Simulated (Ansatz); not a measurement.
Cost and result for the atomization energy of `[SH][Al]1[CH2][SiH2]1` (9 atoms, 9 bonds).

Cartesian coordinates in Å:
```
S -2.530 -0.845 1.687
Al -0.843 -0.272 0.444
C 1.037 0.196 0.604
Si 0.595 0.332 -1.275
H -3.347 -1.013 0.632
H 1.467 1.070 1.092
H 1.670 -0.676 0.806
H 0.587 1.735 -1.774
H 1.364 -0.527 -2.216
```

Charge 0, multiplicity 1. The geometry is a stationary point of PBE0-D4/def2-TZVP. It is one conformer, not always the lowest. Program: Ansatz. All runs use 2 threads of an AMD EPYC 7B13 on a shared host. Times are those of one run each, without the atoms' runs, and a repeat can differ threefold. Electronic energies, without spin–orbit coupling; frozen cores. CCSD(T)/CBS adds CCSD(T) − MP2 in def2-TZVPP to the MP2 limit, and its time is that of the two runs behind it. T1 = 0.013. HSE06 is the plane-wave form, built on full-range PBE exchange.

CCSD(T)/CBS is a level of theory with its own doubt, some kJ/mol a heavy atom from the limit and from the frozen cores, so smaller differences don't rank the functionals.

```tsv
level	functions	wall time	atomization (kJ/mol)	difference from CCSD(T)/CBS	per bond
CCSD(T)/def2-SVP	93	2.6 s	2611.5	-194.7	-21.6
PBE-D4/def2-TZVPP (with forces)	227	3.1 s	2831.2	25.0	2.8
PBE0-D4/def2-TZVPP	227	3.7 s	2803.7	-2.5	-0.3
BHLYP-D4/def2-TZVPP	227	3.9 s	2731.4	-74.8	-8.3
HSE06-D4/def2-TZVPP	227	4 s	2805.7	-0.5	-0.1
CAM-B3LYP-D4/def2-TZVPP	227	4.5 s	2789.3	-16.9	-1.9
r2SCAN-D4/def2-TZVPP (with forces)	227	5.5 s	2829.6	23.4	2.6
r2SCANh-D4/def2-TZVPP	227	6 s	2814.8	8.6	1.0
PBE-QIDH/def2-TZVPP	227	6.5 s	2788.9	-17.3	-1.9
B97M-V/def2-TZVPP	227	9 s	2848.4	42.2	4.7
MP2/def2-QZVPP	417	21 s	2793.7	-12.5	-1.4
CCSD(T)/def2-TZVPP	227	62 s	2726.5	-79.7	-8.9
CCSD(T)/CBS(def2)	–	82 s	2806.2	0.0	0.0
```

In def2-TZVPP, CCSD(T) changes the Hartree–Fock value by +685.1 kJ/mol (the triples alone add +45.1 kJ/mol) and MP2 by +705.5 kJ/mol; breaking electron pairs costs correlation energy, which Hartree–Fock lacks. At CCSD(T), def2-SVP lies −194.8 kJ/mol from the extrapolated value and def2-TZVPP −79.8 kJ/mol: correlation converges slowly with the basis, and small sets miss more of it in the bonded molecule than in its fragments. Leaving LDA and LC-ωPBE aside and taking each functional with its dispersion term where it has one, the values spread over 117.0 kJ/mol, from BHLYP-D4 to B97M-V. LDA lies +362.9 kJ/mol from PBE without D4, its usual overbinding.
